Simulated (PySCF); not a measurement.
# Worked example: oscillator strength and radiative lifetime

CF2GaNO, SMILES O=C=[N][Ga]([F])[F].

The structure is a stationary point at TPSSh-D3(BJ)/def2-SVP. The structure was generated by enumeration; whether it is a known compound was not checked. The values are those of a single conformer.

TDA-PBE/def2-SVPD run with PySCF puts the first singlet state with f over 0.02 at 6.37 eV (vertical), with the transition dipole (-0.076, 0.886, 0.000) in atomic units.

Question: Find the oscillator strength, the wavelength and the radiative lifetime that this transition would have in vacuum if emission retraced absorption.

Answer: 
|μ|² = 0.7908 au, so |μ| = 2.26 D. ΔE = 6.37/27.211 = 0.2341 hartree. f = (2/3) ΔE |μ|² = 0.123 (the program prints 0.123).
λ = 1239.84/6.37 = 195 nm; ν = 51377 cm⁻¹.
Einstein's coefficient A = 0.6670 ν² f s⁻¹ (ν in cm⁻¹) = 2.2e8 s⁻¹, so τ = 1/A = 4.6 ns. This state is S4; the lower singlets have f = 0.005, 0.014, 0.001. The figure is the radiative limit of this one transition; relaxation, internal conversion, crossing to triplets and a medium change what is measured.
